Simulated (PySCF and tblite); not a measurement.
C5H9NO, numbered as in [CH2:1]=[CH:2][C:3](=[O:4])[N:5]([CH3:6])[CH3:7].

The ensemble was built from 90 distance-geometry starts (ETKDG and KDG, MMFF94s, GFN2-xTB) and rests on PBE0-D3(BJ)/def2-SVP geometries. Weights use PBE0-D3(BJ)/def2-TZVP (IEF-PCM, chloroform) energies plus GFN2-xTB zero-point and thermal terms (modes under about 100 cm⁻¹ blended into free rotors). Symmetry numbers and mirror images are counted. Conformers within 3 kcal/mol (GFN2-xTB free energy) were kept, 8 at most. GIAO shieldings: PBE0/pcSseg-1 (IEF-PCM, chloroform). Shifts are against TMS (¹H), TMS (¹³C), NH3 (¹⁵N) at the same level; of two unlike H on one atom, a is the less shielded. Run with PySCF (density fitting) and tblite.

Torsions listed: C1–C2–C3–O4, O4–C3–N5–C6. Of a mirror pair one member is shown.

| conformer | shape | symmetry | E(GFN2) kcal/mol | E(DFT) kcal/mol |
| --- | --- | --- | --- | --- |
| 1 | 8°, -178° | C1 (pair) | 0.00 | 0.00 |
| 2 | 127°, -5° | C1 (pair) | 0.10 | 1.37 |

Task: How much do the weights at 298.15 K and the averaged shift of H1a depend on how the conformers are weighted?

Result: 
```json
{"weighting": "DFT energy with thermal terms, symmetry and mirror images (full scheme)", "1 (%)": "92", "2 (%)": "8", "δ (ppm)": "6.83", "rms dipole (D)": "4.55"}
{"weighting": "DFT energy with symmetry and mirror images", "1 (%)": "91", "2 (%)": "9", "δ (ppm)": "6.82", "rms dipole (D)": "4.55"}
{"weighting": "bare DFT energy", "1 (%)": "91", "2 (%)": "9", "δ (ppm)": "6.82", "rms dipole (D)": "4.55"}
{"weighting": "GFN2-xTB energy with symmetry and mirror images", "1 (%)": "54", "2 (%)": "46", "δ (ppm)": "6.39", "rms dipole (D)": "4.63"}
{"weighting": "GFN2-xTB free energy", "1 (%)": "56", "2 (%)": "44", "δ (ppm)": "6.41", "rms dipole (D)": "4.63"}
{"weighting": "leading conformer alone", "1 (%)": "100", "2 (%)": "0", "δ (ppm)": "6.93", "rms dipole (D)": "4.53"}
{"weighting": "equal weights", "1 (%)": "50", "2 (%)": "50", "δ (ppm)": "6.34", "rms dipole (D)": "4.64"}
{"weighting": "full scheme, search stopped after three starts", "1 (%)": "100", "2 (%)": "0", "δ (ppm)": "6.93", "rms dipole (D)": "4.53"}
```

The largest departure from the full scheme, 0.49 ppm, comes with: equal weights.

Rotation about the C–N or B–N bond may be slow on the NMR time scale, and the averages treat it as fast.


¹⁵N shifts are against a computed isolated NH3 molecule, about 20 ppm from the liquid.